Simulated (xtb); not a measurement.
xtb was given this input:
```
$ xtb mol.xyz --gfn 2 --opt --json

# file mol.xyz
9

C      1.13011520    -0.29224177     0.08822977
C      0.21554177     0.56923757    -0.05429217
O     -1.18984337    -0.24777757     0.00710837
H     -1.84256150     0.39631033    -0.03884737
H     -0.12797687     1.12121703     0.87383691
H      0.03780332     1.07597920    -0.77451967
H      2.36521507     0.10314215     0.03030196
H      1.29593991    -1.10709623     0.81637747
H      0.96155623    -1.08888233    -0.92668831
```

Question: What does this run give for the dipole moment, HOMO-LUMO gap, total energy at the end of the optimisation?

Answer: 
The dipole moment is 1.72 D and the HOMO-LUMO gap is 12.55 eV. The total energy at the end of the optimisation comes out as -11.3919 Eh.
